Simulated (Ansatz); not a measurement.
Abridged output of a molecular run in Ansatz:

```
Functional definition: HF
  name "HF"
  cite "Fock, Z. Phys. 61, 126 (1930) doi:10.1007/BF01340294"
  parent pbe
  exchange = exact_x
  correlation = 0
1512 factors; integrals over basis functions are off by at most 9.3e-4 eV
mean field evaluation 1: about -19531.2779 eV, gradient 6.2e1 eV
mean field evaluation 2: about -19531.3881 eV, gradient 6.2e1 eV
mean field evaluation 4: about -19538.3994 eV, gradient 3.4e0 eV
mean field evaluation 8: about -19538.4667 eV, gradient 3.7e-1 eV
mean field evaluation 16: about -19538.4672 eV, gradient 1.4e-6 eV
mean field -19538.46717845 eV, -718.0254251593 hartree, gradient 1.4e-6 eV, S^2 0.000000; 0 other end points of the search recorded, 0 dependent functions left out
8 core orbitals not correlated: weight in the atoms' cores, before any rotation towards them, 1.000 or more for the frozen orbitals, at most 0.000 for the correlated occupied ones
reference -19538.46717845 eV, -718.0254251593 hartree; 20, 20 occupied and 219, 219 virtual orbitals, 1512 factors
second order -32.47656485 eV of doubles, -0.00000000 eV of singles
cycle   1  -32.20834807 eV  change    2.7e-1 eV  update   1.4e-1
cycle   2  -32.88363124 eV  change   -6.8e-1 eV  update   5.1e-2
cycle   3  -33.09137106 eV  change   -2.1e-1 eV  update   2.5e-2
cycle   4  -33.07996358 eV  change    1.1e-2 eV  update   7.4e-3
cycle   5  -33.07023194 eV  change    9.7e-3 eV  update   3.0e-3
cycle   6  -33.07150938 eV  change   -1.3e-3 eV  update   1.2e-3
cycle   7  -33.07173831 eV  change   -2.3e-4 eV  update   3.8e-4
cycle   8  -33.07153470 eV  change    2.0e-4 eV  update   1.6e-4
cycle   9  -33.07160359 eV  change   -6.9e-5 eV  update   4.9e-5
cycle  10  -33.07164048 eV  change   -3.7e-5 eV  update   1.9e-5
perturbative correction -1.30713556 eV, -0.0480363459 hartree
Total energy: -19572.84595450 eV, -719.2888218763 hartree
```

Its atoms:

Cartesian coordinates in Å:
```
N 0.6220 1.5762 -0.0146
Hf -0.1518 -0.1599 0.6570
N -0.5264 -1.2742 -0.9866
F -1.7953 0.1703 1.5729
Cl 1.4095 -1.2968 2.0341
H 0.1364 2.4604 -0.0791
H 1.5929 1.7204 -0.2584
H -0.3040 -1.0203 -1.9381
H -0.9833 -2.1761 -0.9871
```

Problem. Which basis set was used?
A. def2-SVP
B. def2-QZVPP
C. def2-TZVPP
D. cc-pV(D+d)Z

Solution. C. It gives 247 functions.

Problem. Write the keys of the input that set method, charge and spin (a neutral closed shell needs none for the last two).

Solution. 
```yaml
correlation: {method: ccsd_t}
```
